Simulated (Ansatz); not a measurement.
GaAs2⁻, relaxed as a triplet with UKS PBE-D4/def2-TZVPD in Ansatz, starting from the PBE-D4/def2-TZVPD geometry of the charge -1 singlet. Force threshold 0.02 eV/Å.

The highest occupied level of the charge -1 triplet lies above zero (up to 1.01 eV). The electron is either unbound and held by the finite basis, or the level is raised by self-interaction error. At PBE-D4/def2-TZVPD a singlet of charge -1 lies 0.52 eV below the triplet, each at its own geometry. The structure comes from a short search, and lower isomers may exist.

Start:

```tsv
atom	x (Å)	y (Å)	z (Å)
Ga1	-1.473	0.061	-0.467
As2	0.740	-1.167	0.076
As3	0.733	1.107	0.391
```

Q: Estimate the energy that the relaxation releases and the steps that it takes.

A: 0.01 eV, in 3 steps; 4.5 s on 4 threads of Arm Neoverse V2 on a shared host. No frequencies were taken in this run, so the end may be a saddle point.

Q: Does the start keep its bonding and symmetry?

A: By distances, no bond broke or formed. The bond that changes most is Ga1–As2, from 2.59 to 2.63 Å (atoms count from 1). Point group C2v at the start, C2v at the end, both within 0.05 Å.

Q: Predict the relaxed structure.

A: 
```xyz
3

Ga   -1.498    0.062   -0.475
As    0.753   -1.184    0.078
As    0.746    1.122    0.398
```
Bond lengths: 2 × As–Ga 2.63 Å; 1 × As–As 2.33 Å.
